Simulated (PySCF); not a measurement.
Isomers of CH4OSi. Gas-phase values, no solvent. One relaxed conformer stands for each flexible species; it need not be the lowest. Strings in code marks are SMILES.

All values below come from PBE-D3(BJ)/def2-TZVP // B3LYP-D3(BJ)/def2-TZVP (PySCF). Excitations are Tamm–Dancoff values on a coarser integration grid. The basis has no diffuse functions, so Rydberg states are missing or too high.

```json
[
 {"species": "`C1O[SiH2]1`", "S1 excitation (TDA) (eV)": "5.37", "dipole moment (D)": "1.65", "HOMO–LUMO gap (eV)": "5.09"},
 {"species": "`C=[SiH]O` (C–Si–O–H torsion 0°)", "S1 excitation (TDA) (eV)": "?", "dipole moment (D)": "–", "HOMO–LUMO gap (eV)": "?"},
 {"species": "`C[SiH]=O`", "S1 excitation (TDA) (eV)": "4.12", "dipole moment (D)": "4.16", "HOMO–LUMO gap (eV)": "3.99"},
 {"species": "`O=C[SiH3]`", "S1 excitation (TDA) (eV)": "3.18", "dipole moment (D)": "1.99", "HOMO–LUMO gap (eV)": "2.85"}
]
```

Task: Complete the blanks.

Result: 
- `C=[SiH]O` (C–Si–O–H torsion 0°), S1 excitation (TDA) (eV): 4.52
- `C=[SiH]O` (C–Si–O–H torsion 0°), HOMO–LUMO gap (eV): 4.02
